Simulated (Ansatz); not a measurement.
Frontier orbitals of C$_{2}$H$_{5}$BCl$_{2}$O.

| atom | x (Å) | y (Å) | z (Å) |
| --- | --- | --- | --- |
| C1 | -0.8268 | 1.3798 | -0.1838 |
| B2 | -0.3912 | -0.1008 | -0.5310 |
| C3 | 0.5637 | -0.8549 | 0.4803 |
| O4 | 0.5955 | -2.1389 | 0.5746 |
| Cl5 | 1.1487 | -0.1742 | -1.7268 |
| Cl6 | 1.6512 | -0.0430 | 1.5251 |
| H7 | -0.0021 | 2.0079 | 0.1644 |
| H8 | -1.6047 | 1.3864 | 0.5875 |
| H9 | -1.2534 | 1.8595 | -1.0684 |
| H10 | -1.2179 | -0.8716 | -0.9402 |
| H11 | 1.3371 | -2.4503 | 1.1182 |

Total charge 0; spin multiplicity 1. The bonds changed during the relaxation, so this is another structure than the one it started from. Geometry: relaxed with PBE0-D4/def2-TZVP. It is one conformer, not always the lowest. Basis def2-TZVPP, the Gaussian-basis code of Ansatz.

| functional | HOMO (eV) | LUMO (eV) |
| --- | --- | --- |
| HF | -11.00 | 1.49 |

(1) Give HOMO and LUMO (eV) with LDA (SPW92), PBE, revPBE, BLYP, r2SCAN, B97M-V, PBE0, B3LYP, r2SCANh, r2SCAN0, HSE06 (plane-wave form), BHLYP, CAM-B3LYP, LC-ωPBE, ωB97X-V, ωB97M-V. (Estimate.)

Answers

(1) The calculation gave: 
| functional | HOMO | LUMO |
| --- | --- | --- |
| LDA (SPW92) | -6.59 | -3.75 |
| PBE | -6.48 | -3.51 |
| revPBE | -6.43 | -3.42 |
| BLYP | -6.36 | -3.38 |
| r2SCAN | -6.79 | -3.37 |
| B97M-V | -6.88 | -3.31 |
| PBE0 | -7.82 | -2.60 |
| B3LYP | -7.59 | -2.82 |
| r2SCANh | -7.28 | -3.03 |
| r2SCAN0 | -8.02 | -2.50 |
| HSE06 (plane-wave form) | -7.42 | -2.98 |
| BHLYP | -9.06 | -1.48 |
| CAM-B3LYP | -9.19 | -1.48 |
| LC-ωPBE | -10.54 | -0.36 |
| ωB97X-V | -10.20 | -0.38 |
| ωB97M-V | -10.05 | -0.42 |

B3LYP here is the variant with VWN-RPA as its local correlation; programs differ in this. LC-ωPBE has ω = 0.4 bohr⁻¹.
